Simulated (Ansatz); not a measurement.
Reaction (formal exchange of groups at a Zn–C bond): `CC[C](=O)[ZnH]` + `C[O][GeH3]` → `[ZnH][O][GeH3]` + `CCC(C)=O`

Program: Ansatz. Geometries: PBE0-D4/def2-TZVP. ΔE: electronic, gas phase. CBS: MP2 limit from def2 TZ/QZ plus the TZ coupled-cluster correction, frozen cores. DFT in def2-TZVPP. B3LYP here is the variant with VWN-RPA as its local correlation; programs differ in this. For Ge, Zn outer-core shells are correlated without core-valence functions, which leaves a few kJ/mol of doubt a bond. Scalar relativity is left out up to krypton. One conformer a species, not always the lowest.

| level | ΔE (kJ/mol) | difference from CCSD(T)/CBS |
| --- | --- | --- |
| B3LYP-D4 | -163.9 | 13.7 |
| PBE | -157.0 | 20.6 |
| r2SCAN | -173.6 | 4.0 |
| PBE0 | -167.7 | 9.9 |
| B3LYP | -164.8 | 12.8 |
| MP2/def2-TZVPP | -185.1 | -7.5 |
| SCS-MP2/def2-TZVPP | -181.3 | -3.7 |
| CCSD/def2-TZVPP | -177.4 | 0.2 |
| CCSD(T)/def2-TZVPP | -174.8 | 2.8 |
| HF/CBS(def2) | -186.8 | -9.2 |
| CCSD(T)/CBS | -177.6 | 0 |

Largest T1 diagnostic among the species: 0.016.

From PBE to PBE0 (25 % exact exchange), in def2-TZVPP and without D4, ΔE moves by −10.7 kJ/mol.
